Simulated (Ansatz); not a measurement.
`N[SiH](F)S` + HCl → `N[SiH](F)Cl` + H₂S at 500 K and 1 bar (ligand exchange at the Si–S bond).

Gas-phase electronic energies from Ansatz, PBE0-D4/def2-TZVP geometries. CCSD(T)/CBS is the MP2 limit (def2-TZVPP, def2-QZVPP) plus CCSD(T) − MP2 in def2-TZVPP, frozen cores. This one scheme is used for every species. One conformer a species, not always the lowest.

```tsv
species	CCSD(T)/CBS energy (Eh)	H − E (kJ/mol)	S (J/(mol·K))
`N[SiH](F)S`	-843.89255	167.3	380.5
HCl	-460.38127	32.5	201.9
`N[SiH](F)Cl`	-905.31614	141.3	367.1
H₂S	-398.97279	57.0	224.0
```

H − E and S are ideal-gas, rigid-rotor, harmonic terms from PBE0-D4/def2-TZVP, for one conformer and one mirror image of each species. 1 Eh = 2625.50 kJ/mol, R = 8.31446 J/(mol·K).

Question: By hand: ΔE, ΔH, ΔS and ΔG.

Answer: ΔE = (-905.31614) + (-398.97279) − (-843.89255) − (-460.38127) = -0.01511 Eh = -39.7 kJ/mol. Δ(H − E) = 141.3 + 57.0 − 167.3 − 32.5 = -1.5, so ΔH = -41.2 kJ/mol. ΔS = 367.1 + 224.0 − 380.5 − 201.9 = 8.7 J/(mol·K). ΔG = -41.2 − 500 × (8.7)/1000 = -45.6 kJ/mol.

Question: By hand: the equilibrium constant, and the temperature at which ΔG would vanish if ΔH and ΔS stayed fixed.

Answer: log₁₀ K = −ΔG/(RT ln 10) = 4.8. ΔH and −TΔS have one sign here, so there is no such temperature.

The number of gas molecules stays the same, so ΔS is small and ΔH decides. A doubt of 5 kJ/mol in ΔE shifts log₁₀ K by 0.5 here. Other conformers and mirror images would add mixing entropy, several J/(mol·K) or more a flexible species. These are equilibria of isolated gas molecules and say nothing of rates. Largest T1 diagnostic: 0.011 (customary marks: 0.02 for closed shells, 0.045 for open ones).

ΔS is within the doubt of such terms, so its sign, and with it that verdict, could turn.
